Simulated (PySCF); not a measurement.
Compound: Nb(CH2)(NH2)3, CH₈N₃Nb (singlet state).
Cartesian coordinates in Å at the PBE0-D3(BJ)/def2-SVP level; atoms count from 1:
```
atom  x, y, z in Å
Nb1   -0.0380    0.0782    0.0092
C2    -0.0768    0.1004    1.9036
H3    -0.3525    0.5564    2.8589
H4     0.4736   -0.8700    1.9980
N5     1.8759    0.0240   -0.5043
H6     2.6883   -0.0991    0.0927
H7     2.1655   -0.0679   -1.4772
N8    -0.8993    1.6553   -0.8056
H9    -1.8934    1.7356   -1.0075
H10   -0.4325    2.5305   -1.0322
N11   -1.0183   -1.5559   -0.5383
H12   -1.3670   -2.3123    0.0426
H13   -1.0950   -1.8274   -1.5177
```

Theory: PBE0-D3(BJ)/def2-SVP geometry optimisation, gas phase, def2 core potentials past Kr in PySCF 2.14.0.

Masses are those of the commonest isotopes; rigid-rotor values at the optimised geometry. The values belong to one conformer.

(1) Give the principal moments of inertia and the rotational constants in GHz.

(2) Classify the top.

(3) What does the inertial defect say?

(4) Where do the levels up to J = 3 lie, in MHz?

(5) Which lines would a microwave search look for?

(6) Estimate the classical rotational partition function at 50 K, 200 K and 500 K.

## Answers

(1) Ia = 169.85, Ib = 170.85, Ic = 189.62 u·Å²; 505379 MHz·u·Å²/I gives 2975, 2958 and 2665 MHz, that is A = 2.9754, B = 2.9581, C = 2.6653 GHz.

(2) An asymmetric top. Ray's parameter κ = (2B − A − C)/(A − C) = 0.888; −1 is the prolate and +1 the oblate limit.

(3) Not planar: Δ = Ic − Ia − Ib = -151.08 u·Å². For a rigid frame Δ = −2 Σ m c², so Σ m c² = 75.54 u·Å² lies off the ab plane: 17.46 from hydrogen and 58.08 from heavier atoms. The atom farthest from that plane is 2.85 Å away.

(4) Above 0(0,0):
J = 1: 1(0,1) 5623, 1(1,1) 5641, 1(1,0) 5933
J = 2: 2(0,2) 16594, 2(1,2) 16595, 2(1,1) 17473, 2(2,1) 17525, 2(2,0) 17801
J = 3: 3(0,3) 32887, 3(1,3) 32887, 3(1,2) 34391, 3(2,2) 34395, 3(2,1) 35248, 3(3,1) 35352, 3(3,0) 35605
The levels of one J sum to (2J + 1)J(J + 1)(A + B + C)/3.

(5) The dipole components are |μa| = 0.14 D, |μb| = 0.45 D, |μc| = 2.27 D. Intensities carry the squares of the components, which stand as 0.00 : 0.04 : 1.00 (a : b : c). Some lines, for components of 0.1 D or more:

```json
{"type": "b", "branch": "Q", "J(Ka,Kc)": "1(1,0) ← 1(0,1)", "MHz": "310", "lower level (cm⁻¹)": "0.188"}
{"type": "b", "branch": "Q", "J(Ka,Kc)": "4(4,0) ← 4(3,1)", "MHz": "397", "lower level (cm⁻¹)": "1.966"}
{"type": "b", "branch": "Q", "J(Ka,Kc)": "5(5,0) ← 5(4,1)", "MHz": "451", "lower level (cm⁻¹)": "2.955"}
{"type": "a", "branch": "Q", "J(Ka,Kc)": "4(3,1) ← 4(3,2)", "MHz": "819", "lower level (cm⁻¹)": "1.939"}
{"type": "b", "branch": "Q", "J(Ka,Kc)": "2(1,1) ← 2(0,2)", "MHz": "879", "lower level (cm⁻¹)": "0.554"}
{"type": "b", "branch": "Q", "J(Ka,Kc)": "3(3,1) ← 3(2,2)", "MHz": "957", "lower level (cm⁻¹)": "1.147"}
{"type": "b", "branch": "Q", "J(Ka,Kc)": "4(4,1) ← 4(3,2)", "MHz": "992", "lower level (cm⁻¹)": "1.939"}
{"type": "b", "branch": "Q", "J(Ka,Kc)": "5(5,1) ← 5(4,2)", "MHz": "1037", "lower level (cm⁻¹)": "2.929"}
{"type": "a", "branch": "R", "J(Ka,Kc)": "1(0,1) ← 0(0,0)", "MHz": "5623", "lower level (cm⁻¹)": "0.000"}
{"type": "b", "branch": "R", "J(Ka,Kc)": "2(0,2) ← 1(1,1)", "MHz": "10953", "lower level (cm⁻¹)": "0.188"}
{"type": "c", "branch": "R", "J(Ka,Kc)": "2(2,0) ← 1(1,0)", "MHz": "11868", "lower level (cm⁻¹)": "0.198"}
{"type": "a", "branch": "R", "J(Ka,Kc)": "3(0,3) ← 2(0,2)", "MHz": "16293", "lower level (cm⁻¹)": "0.554"}
{"type": "b", "branch": "R", "J(Ka,Kc)": "3(3,1) ← 2(2,0)", "MHz": "17551", "lower level (cm⁻¹)": "0.594"}
{"type": "b", "branch": "R", "J(Ka,Kc)": "3(3,0) ← 2(2,1)", "MHz": "18080", "lower level (cm⁻¹)": "0.585"}
{"type": "a", "branch": "R", "J(Ka,Kc)": "4(0,4) ← 3(0,3)", "MHz": "21623", "lower level (cm⁻¹)": "1.097"}
{"type": "b", "branch": "R", "J(Ka,Kc)": "4(1,4) ← 3(0,3)", "MHz": "21623", "lower level (cm⁻¹)": "1.097"}
{"type": "a", "branch": "R", "J(Ka,Kc)": "4(2,3) ← 3(2,2)", "MHz": "22225", "lower level (cm⁻¹)": "1.147"}
{"type": "b", "branch": "R", "J(Ka,Kc)": "4(4,1) ← 3(3,0)", "MHz": "23517", "lower level (cm⁻¹)": "1.188"}
{"type": "c", "branch": "R", "J(Ka,Kc)": "4(4,0) ← 3(3,0)", "MHz": "23741", "lower level (cm⁻¹)": "1.188"}
{"type": "b", "branch": "R", "J(Ka,Kc)": "4(3,1) ← 3(2,2)", "MHz": "24554", "lower level (cm⁻¹)": "1.147"}
{"type": "b", "branch": "R", "J(Ka,Kc)": "5(1,5) ← 4(0,4)", "MHz": "26954", "lower level (cm⁻¹)": "1.818"}
{"type": "b", "branch": "R", "J(Ka,Kc)": "5(1,4) ← 4(2,3)", "MHz": "27557", "lower level (cm⁻¹)": "1.889"}
{"type": "a", "branch": "R", "J(Ka,Kc)": "5(2,4) ← 4(2,3)", "MHz": "27557", "lower level (cm⁻¹)": "1.889"}
{"type": "a", "branch": "R", "J(Ka,Kc)": "5(1,4) ← 4(1,3)", "MHz": "27557", "lower level (cm⁻¹)": "1.889"}
{"type": "b", "branch": "R", "J(Ka,Kc)": "5(2,3) ← 4(3,2)", "MHz": "28155", "lower level (cm⁻¹)": "1.939"}
{"type": "a", "branch": "R", "J(Ka,Kc)": "5(4,2) ← 4(4,1)", "MHz": "28677", "lower level (cm⁻¹)": "1.972"}
```

(6) Point group Cs, symmetry number σ = 1; q = (√π/σ)·√((kT/h)³/(ABC)), k/h = 20836.6 MHz/K: 12300 at 50 K, 98400 at 200 K, 389000 at 500 K.

Stationary, but not proved a minimum. No vibrational averaging or centrifugal distortion is included, and the geometry carries the error of its method. Quadrupole hyperfine structure (14N) is left out.
